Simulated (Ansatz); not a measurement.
Computed with frozen-core CCSD(T)/cc-pVTZ // CAM-B3LYP-D3(BJ)/def2-TZVP (Ansatz, an electronic-structure program). The restricted HF reference is unstable towards unrestricted orbitals.

Ansatz 0.2 input:
```yaml
crystal:
  periodic: [false, false, false]
  atoms:
    - { symbol: C, position_ang: [-0.761551, 1.714418, -0.531601] }
    - { symbol: C, position_ang: [-0.253698, 0.516363, -0.236734] }
    - { symbol: Si, position_ang: [-1.420837, -0.882711, 0.193667] }
    - { symbol: C, position_ang: [1.195481, 0.327126, -0.257045] }
    - { symbol: C, position_ang: [1.800804, -0.817757, 0.018831] }
    - { symbol: Cl, position_ang: [3.513277, -1.004898, -0.014915] }
    - { symbol: H, position_ang: [-0.122496, 2.553795, -0.786829] }
    - { symbol: H, position_ang: [-1.826795, 1.903919, -0.530073] }
    - { symbol: H, position_ang: [-2.802691, -0.367084, 0.123735] }
    - { symbol: H, position_ang: [-1.147405, -1.394267, 1.555124] }
    - { symbol: H, position_ang: [-1.2603, -2.00981, -0.751804] }
    - { symbol: H, position_ang: [1.802322, 1.188824, -0.516604] }
    - { symbol: H, position_ang: [1.283886, -1.727922, 0.286931] }
basis:
  gaussian: { orbitals: cc-pVTZ }
correlation:
  method: ccsd_t
```

Output:

```
Functional definition: HF
1642 factors; integrals over basis functions are off by at most 1.1e-3 eV
mean field evaluation 1: about -24595.4945 eV, gradient 3.3e1 eV
mean field evaluation 2: about -24595.9066 eV, gradient 3.3e1 eV
mean field evaluation 4: about -24599.5419 eV, gradient 5.2e0 eV
mean field evaluation 8: about -24599.6456 eV, gradient 3.7e-1 eV
mean field evaluation 16: about -24599.6468 eV, gradient 1.6e-6 eV
mean field -24599.64683308 eV, -904.0203468762 hartree, gradient 1.6e-6 eV, S^2 0.000000; 0 other end points of the search recorded, 0 dependent functions left out; unrestricted orbitals would lower it
14 core orbitals not correlated
reference -24599.64683308 eV, -904.0203468762 hartree; 17, 17 occupied and 255, 255 virtual orbitals, 1642 factors
second order -26.02129191 eV of doubles, -0.00000000 eV of singles
cycle   1  -26.77398689 eV  change   -7.5e-1 eV  update   1.2e-1
cycle   2  -27.50263519 eV  change   -7.3e-1 eV  update   3.7e-2
cycle   3  -27.65645959 eV  change   -1.5e-1 eV  update   1.8e-2
cycle   4  -27.64934831 eV  change    7.1e-3 eV  update   5.2e-3
cycle   5  -27.64884561 eV  change    5.0e-4 eV  update   2.4e-3
cycle   6  -27.64961668 eV  change   -7.7e-4 eV  update   6.6e-4
cycle   7  -27.64949753 eV  change    1.2e-4 eV  update   3.4e-4
cycle   8  -27.64943071 eV  change    6.7e-5 eV  update   1.4e-4
cycle   9  -27.64946074 eV  change   -3.0e-5 eV  update   6.1e-5
cycle  10  -27.64944053 eV  change    2.0e-5 eV  update   2.1e-5
perturbative correction -1.30628245 eV, -0.0480049944 hartree
Total energy: -24628.60255606 eV, -905.0844500687 hartree
```

Cost: around 30 core-minutes (rough).
